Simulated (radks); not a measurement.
Pt+, configuration [Kr] 4d10 4f14 5s1 5p6 5d9 6d1 (not the ground configuration). All-electron calculation, scalar-relativistic Kohn-Sham, r2SCAN, spin-polarised, spherical densities, finite nucleus; open shells are filled with parallel spins first (spin-orbit coupling, left out, can overturn this in heavy ions); meta-GGA in the generalised Kohn-Sham scheme; Fermi nuclear charge, rms radius 5.427 fm. Program: a radial shooting solver on a logarithmic mesh with Libxc functionals.

X-ray form factor f0, the Fourier transform of the density (f0(0) = 77):

sin(theta)/lambda (1/angstrom)  f0 (electrons)
0.05                                    75.681
0.1                                     73.035
0.15                                    69.843
0.2                                     66.157
0.25                                    62.287
0.3                                     58.516
0.4                                     51.771
0.5                                     46.198
0.6                                     41.547
0.8                                     33.978
1                                       27.935
1.25                                    22.283
1.5                                     18.551
2                                       14.528
